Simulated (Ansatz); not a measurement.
Molecule: C2H8O2S2Si, net charge 0, singlet state. 
Coordinates optimised at B3LYP-D3(BJ)/def2-TZVP (Ansatz, an electronic-structure program):
```
Si
O 1 1.6317
C 2 1.4252 1 124.93
H 3 1.0890 2 107.66 1 169.15
H 3 1.0923 4 109.02 2 -120.31
H 3 1.0926 4 109.16 5 -118.80
O 1 1.6317 2 113.79 3 -64.40
C 7 1.4252 1 124.93 2 -64.40
H 8 1.0890 7 107.66 1 169.15
H 8 1.0923 9 109.02 7 -120.31
H 8 1.0926 9 109.16 10 -118.80
S 1 2.1344 2 106.55 3 54.04
H 12 1.3434 1 93.98 2 -177.10
S 1 2.1344 2 107.62 3 177.78
H 14 1.3434 1 93.98 2 -54.68
```

Atomisation energy built up term by term with Ansatz (kcal/mol; UHF references for open shells; valence terms freeze the core; atomic spin-orbit terms are left out). CBS marks a two-point X^-3 extrapolation of the correlation energy; Hartree-Fock from the larger set.

| term | basis | kcal/mol |
|---|---|---|
| Hartree-Fock | cc-pV(Q+d)Z | … |
| CCSD correlation | CBS(cc-pV(T+d)Z,cc-pV(Q+d)Z) | 355.67 |
| (T) | CBS(cc-pV(T+d)Z,cc-pV(Q+d)Z) | … |
| core correlation | cc-pwCVTZ | 3.68 |
| scalar relativity (X2C) | cc-pVTZ-DK against cc-pVTZ | -2.55 |
| sum: De |  | … |

Q: What belongs in the gaps?

A: 
- Hartree-Fock, kcal/mol: 963.33
- (T), kcal/mol: 24.56
- sum: De, kcal/mol: 1344.7
